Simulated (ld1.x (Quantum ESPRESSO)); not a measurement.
**Before and after: TM potential for molybdenum**

Mo, norm-conserving Troullier–Martins (Kleinman–Bylander form), made with ld1.x (Quantum ESPRESSO) 7.5 (revPBE, fully relativistic). Core [Kr], reference 4d4.5 5s0 5p0 (charge +1.5). Waves: 5s (bound, empty): rc 2.25 bohr; 5p (bound, empty): rc 2.55 bohr; 4d (bound): rc 1.55 bohr. Local part: all-electron potential smoothed inside 1.85 bohr (lloc = -1). Core correction: Bessel-smoothed model core inside 0.85 bohr.

Open shells are filled in proportion to 2j + 1 (rel_dist='average').

Change: wave 4d (bound): rc 1.55 bohr becomes 4d (bound): rc 1.96 bohr.

Cutoffs: the cutoffs (Ry, on a coarse ladder) from which the occupation-weighted sum of valence levels, in a spherical-Bessel basis at the reference potential, stays within 10 and 1 mRy of its value at 400 Ry; they do not see the model core or the augmentation charge, which bear on the density cutoff. Errors are all-electron minus pseudo energies relative to the spin-unpolarised reference configuration.

What does the change do?

The potential gets softer (45 Ry and 50 Ry → 40 Ry and 45 Ry); both files keep a bound ghost (p, s); the errors of the 7 common tests hardly move; the range in which the d3/2 phases agree narrows (upper end at the end of the scan → 1.6). A larger radius leaves more room for a smooth pseudo-wave, so fewer plane waves are needed.

```csv
quantity,base,changed
"cutoff, loose",45 Ry,40 Ry
"cutoff, tight",50 Ry,45 Ry
bound ghosts,"s, p3/2, p1/2","s, p3/2, p1/2"
"error for 4d5 5s1 5p0, meV [ΔE -13.16 eV]",-12,-12
"error for 4d5 5s0 5p0, meV [ΔE -6.38 eV]",-15,-15
"error for 4d4 5s0 5p0, meV [ΔE 8.99 eV]",-26,-26
"error for 4d5 5s0 5p1, meV [ΔE -10.05 eV]",-1969,-1969
"error for 4d5.5 5s0.5 5p0, meV [ΔE -12.89 eV]",-29,-29
"error for 4d2 5s0 5p0, meV [ΔE 75.09 eV]",-1260,-1242
"error for 4d5 5s0.5 5p0, meV [ΔE -10.48 eV]",-12,-12
s: phases at 2.73 bohr within 0.05 rad from the reference energy up to (Ry; the scan ends near 5),1.8,1.8
p1/2: phases at 2.73 bohr within 0.05 rad from the reference energy up to (Ry; the scan ends near 5),-0.4,-0.4
p3/2: phases at 2.73 bohr within 0.05 rad from the reference energy up to (Ry; the scan ends near 5),-0.4,-0.4
d3/2: phases at 2.73 bohr within 0.05 rad from the reference energy up to (Ry; the scan ends near 5),to the end of the scan,1.6
d5/2: phases at 2.73 bohr within 0.05 rad from the reference energy up to (Ry; the scan ends near 5),to the end of the scan,to the end of the scan
```

Base: These tests converged, but a pseudo level misses the all-electron one widely, so the file describes the atom poorly there or has found another state: 4d5 5s0 5p1: 4d by 2.7 eV. Changed file: These tests converged, but a pseudo level misses the all-electron one widely, so the file describes the atom poorly there or has found another state: 4d5 5s0 5p1: 4d by 2.7 eV. A true bound ghost makes a file unfit for plane-wave use even where its test errors are small: the radial tests pick states by their node count and pass the ghost by.
